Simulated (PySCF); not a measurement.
Point-charge models of `CC#CC#C[C@@H](C)CO` against its computed dipole.

Coordinates (GFN2-xTB, Å) and charges (e) from the PBE0/pcSseg-1 density (PySCF):

| atom | x | y | z | Mulliken | IAO | Hirshfeld | ESP-fitted |
| --- | --- | --- | --- | --- | --- | --- | --- |
| C1 | 4.600 | 0.825 | -0.750 | -0.1941 | -0.4354 | -0.0925 | -0.5537 |
| C2 | 3.181 | 0.612 | -0.616 | -0.3381 | -0.0054 | -0.0188 | +0.3176 |
| C3 | 1.994 | 0.425 | -0.509 | +0.0497 | -0.0779 | -0.0692 | -0.5123 |
| C4 | 0.659 | 0.201 | -0.382 | +0.0021 | -0.0729 | -0.0592 | +0.3487 |
| C5 | -0.523 | -0.027 | -0.296 | -0.0384 | -0.0344 | -0.0200 | -0.4421 |
| C6 | -1.941 | -0.279 | -0.127 | -0.3936 | -0.1342 | -0.0169 | +0.3626 |
| C7 | -2.235 | -1.775 | -0.262 | -0.2076 | -0.4126 | -0.1095 | -0.5426 |
| C8 | -2.393 | 0.253 | 1.248 | +0.1464 | -0.0345 | +0.0064 | +0.0209 |
| O9 | -2.241 | 1.644 | 1.370 | -0.4541 | -0.5476 | -0.2327 | -0.5920 |
| H10 | 5.088 | 0.715 | 0.220 | +0.1529 | +0.1762 | +0.0641 | +0.1841 |
| H11 | 5.022 | 0.094 | -1.441 | +0.1533 | +0.1768 | +0.0646 | +0.1860 |
| H12 | 4.797 | 1.827 | -1.132 | +0.1532 | +0.1763 | +0.0643 | +0.1813 |
| H13 | -2.489 | 0.273 | -0.902 | +0.1511 | +0.1646 | +0.0521 | +0.0461 |
| H14 | -1.893 | -2.140 | -1.228 | +0.1307 | +0.1539 | +0.0466 | +0.1743 |
| H15 | -1.722 | -2.334 | 0.519 | +0.1171 | +0.1459 | +0.0433 | +0.1498 |
| H16 | -3.304 | -1.957 | -0.177 | +0.1169 | +0.1428 | +0.0458 | +0.1151 |
| H17 | -3.459 | 0.057 | 1.387 | +0.1168 | +0.1475 | +0.0479 | +0.1059 |
| H18 | -1.834 | -0.269 | 2.041 | +0.1017 | +0.1205 | +0.0327 | +0.0612 |
| H19 | -1.317 | 1.864 | 1.196 | +0.2339 | +0.3503 | +0.1512 | +0.3891 |

Q: What dipole does each set of charges give (1 e·Å = 4.803 D), and what does the density give?

A: The full density gives (1.69, -1.16, -0.50) D, 2.11 D in size; dipole vectors point from the negative to the positive end.

```
    scheme    μx     μy     μz  size (D)  share of the full size (%)  angle to the full dipole (°)
  Mulliken  1.06  -2.39   0.17      2.62                         124                            36
       IAO  1.44  -1.73  -0.45      2.29                         109                            15
 Hirshfeld  1.07  -0.68  -0.30      1.30                          62                             2
ESP-fitted  1.70  -1.17  -0.50      2.13                         101                             0
```

Q: Which set comes closest?

A: Length of the difference vector: ESP-fitted 0.02 D, IAO 0.61 D, Hirshfeld 0.81 D, Mulliken 1.53 D. Closest: ESP-fitted. 

Q: What is left for the Hirshfeld atoms' own dipoles?

A: The shares of the density sum to the whole, so what Σ q r misses lies in dipoles about the nuclei. The atomic dipoles sum to (1.69, -1.16, -0.50) − (1.07, -0.68, -0.30) = (0.62, -0.48, -0.20) D, 0.81 D in size.

Q: With the origin at the mean of the coordinates, (-0.001, 0.000, 0.008) Å, which are the largest single terms, by size, of the IAO dipole along the direction of the full one?

A: O9 +7.95, C1 -7.12, H19 -3.98, H11 +3.66, H10 +3.07 D; all 19 atoms together +2.21 D. The single terms depend on the origin, their sum doesn't.

Q: Give the size of the full dipole in other units.

A: 2.11 D = 0.830 au = 0.439 e·Å = 7.04 × 10⁻³⁰ C·m.

The structure is a single GFN2-xTB conformer in the gas phase; no vibrational or solvent corrections. GFN2-xTB frequencies show an imaginary mode (24i cm⁻¹), so this geometry is no minimum at that level.

These values come from a run that also computed NMR shieldings. On Arm Neoverse V1, one thread, no GPU (shared host), this took 34 s of wall time and 0.92 GiB of memory at its peak.

The values belong to the conformer `[CH3:1][C:2]#[C:3][C:4]#[C:5][C@@H:6]([CH3:7])[CH2:8][OH:9]`: C5–C6–C8–O9 63°, H–O9–C8–C6 -56°.
